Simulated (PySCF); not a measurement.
A PySCF script (with the pyscf-properties extension) for the NMR shieldings of `InChI=1S/C3H12OSSi2/c1-3-6-7(4)5-2/h4,7H,3,6H2,1-2H3/t7-/m0/s1`, on a GFN2-xTB geometry:

```python
import basis_set_exchange as bse
import numpy as np
from pyscf import gto, dft
from pyscf.prop import nmr

atoms = """
C    -3.046040    0.178819    0.944205
C    -1.848971    0.381291    0.022158
Si   -0.515599   -0.970112    0.209709
Si    1.257494   -0.617730   -1.223292
O     0.605569   -0.474283   -2.702859
S     2.342214    1.225086   -0.862430
C     3.053208    0.817095    0.756829
H    -3.786047    0.964777    0.800864
H    -3.523630   -0.778237    0.747149
H    -2.734261    0.191504    1.986183
H    -1.409465    1.362262    0.217539
H    -2.193979    0.403617   -1.013641
H    -1.118219   -2.287585   -0.032098
H    -0.073847   -0.978929    1.618070
H     2.331107   -1.619130   -1.265502
H     1.062283   -0.032977   -3.416030
H     3.639778    1.673019    1.073466
H     3.692174   -0.055722    0.662699
H     2.256427    0.626484    1.469517
"""
names = dict.fromkeys(["C", "Si", "O", "S", "H"], "pcSseg-1")
basis = {el: gto.basis.parse(bse.get_basis(n, elements=[el], fmt="nwchem")) for el, n in names.items()}
mol = gto.M(atom=atoms, basis=basis, charge=0, verbose=0)
mf = dft.RKS(mol, xc="PBE0")
mf.grids.level = 2
mf.grids.alignment = dft.numint.BLKSIZE   # the property module wants whole blocks of grid points
mf.conv_tol = 1e-9
mf.kernel()

calc = nmr.RKS(mf)   # GIAO
C = mf.mo_coeff
Co = C[:, mf.mo_occ > 0]
resp = mf.gen_response(singlet=True, hermi=2)
def vind(x):   # induced exchange potential for any number of trial vectors
    d = np.einsum("pi,xij,qj->xpq", C, 2 * x.reshape(-1, C.shape[1], Co.shape[1]), Co, optimize=True)
    return np.einsum("xpq,pi,qj->xij", resp(d - d.transpose(0, 2, 1)), C, Co, optimize=True).ravel()
mo1, _ = nmr.rhf.solve_mo1(calc, with_cphf=vind)
sigma = calc.kernel(mo1)
for i, s in enumerate(sigma):   # ppm
    w = np.linalg.eigvalsh((s + s.T) / 2)
    print("%2d %-2s iso %8.1f  s11 %8.1f  s22 %8.1f  s33 %8.1f" % (i, mol.atom_pure_symbol(i), w.mean(), *w))
```

Q: What are the results?

A: 
```
 0 C  iso    173.1  s11    164.6  s22    166.1  s33    188.5
 1 C  iso    184.8  s11    177.3  s22    183.6  s33    193.5
 2 Si iso    428.5  s11    390.9  s22    398.7  s33    496.0
 3 Si iso    339.8  s11    286.3  s22    347.3  s33    385.8
 4 O  iso    314.6  s11    276.7  s22    312.1  s33    355.0
 5 S  iso    699.4  s11    574.3  s22    637.1  s33    886.9
 6 C  iso    177.0  s11    167.2  s22    172.1  s33    191.7
 7 H  iso     30.1  s11     24.7  s22     27.4  s33     38.2
 8 H  iso     30.6  s11     25.9  s22     29.0  s33     37.1
 9 H  iso     30.7  s11     25.9  s22     29.3  s33     36.8
10 H  iso     30.7  s11     24.6  s22     30.8  s33     36.8
11 H  iso     30.7  s11     24.7  s22     30.7  s33     36.9
12 H  iso     28.0  s11     24.5  s22     26.3  s33     33.3
13 H  iso     28.1  s11     24.8  s22     27.3  s33     32.2
14 H  iso     25.6  s11     22.3  s22     23.9  s33     30.5
15 H  iso     30.3  s11     21.5  s22     25.8  s33     43.6
16 H  iso     29.7  s11     24.2  s22     26.7  s33     38.3
17 H  iso     29.9  s11     24.5  s22     27.3  s33     37.8
18 H  iso     29.9  s11     23.2  s22     29.5  s33     37.1
```

These numbers come from an equivalent density-fitted implementation of the same equations, which agrees with the script to about 0.01 ppm for H and up to a few tenths of a ppm for heavy atoms, so last digits may differ.

Q: Turn these shieldings into chemical shifts. Scale: TMS for $^{13}$C (σref 186.93) and $^{29}$Si (σref 349.16) and $^{1}$H (σref 31.72); $^{17}$O (σref 336.08) against H2O; CS2 for $^{33}$S (σref 503.73) (reference shieldings calculated alike).

A: Averaging equivalent atoms: C 0: 13.9; C 6: 9.9; C 1: 2.1; Si 3: 9.4; Si 2: -79.4; O 4: 21.5; S 5: -196; H 14: 6.15; H 12: 3.68; H 13: 3.60; H 16/17/18: 1.88; H 15: 1.43; H 7/8/9: 1.23; H 11: 0.98; H 10: 0.97 ppm. Experimental scales use liquid or dissolved standards, which lie at an offset from isolated H2O (liquid H2O: subtract about 36 ppm).

Size and cost of the density-fitted run: 200 basis functions, 36 s wall time on 1 thread of an Arm Neoverse V1, shared host; peak memory 0.9 GiB.
